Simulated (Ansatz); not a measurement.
The same path of AlClF2 + BCl2H (8 atoms, charge 0, multiplicity 1) was run twice with different band settings. Lost on the way: Al1–Cl2, B5–H6. Made: Cl2–B5.

All numbers below come from RKS revPBE/def2-SVP in Ansatz 0.2.0.

Relaxed end points:

```xyz
8
Properties=species:S:1:pos:R:3
Al -1.206 -0.809 0.039
Cl 0.293 -2.188 0.602
F -1.684 -0.742 -1.564
F -2.194 -0.144 1.219
B 1.106 0.916 -0.067
H -0.128 0.883 -0.022
Cl 1.882 0.746 -1.612
Cl 1.930 1.338 1.405
```

```xyz
8
Properties=species:S:1:pos:R:3
Al -1.817 -0.278 -0.277
Cl 0.604 -0.550 1.135
F -1.403 -1.192 -1.628
F -2.595 -1.086 0.980
B 1.923 0.328 0.298
H -1.824 1.301 -0.341
Cl 1.671 0.958 -1.309
Cl 3.440 0.519 1.144
```

Common settings: spring 5.0 eV/Å²; optimiser quadratic models (default); start path through a guess of the saddle point; force threshold 0.05 eV/Å; iteration limit 60; end points relaxed.

| run | movable images | climbing image |
| --- | --- | --- |
| 1 | 9 | yes |
| 2 | 3 | no |

(1) What does each run give, and how far can it be trusted?

## Answers

(1) Run 1: converged after 31 iterations, highest image 0.741 eV above the first end. A vibrational analysis at the climbing image gives one clearly imaginary mode, 243i cm⁻¹: a first-order saddle point.
Run 2: converged after 29 iterations, highest image 0.668 eV above the first end. No image climbed, so the highest image needn't sit at the top of the path. So few images can step over the top or miss a turn of the path.
The orbitals stay closed-shell, which can raise the energy where a bond breaks towards radicals; this wasn't checked here.
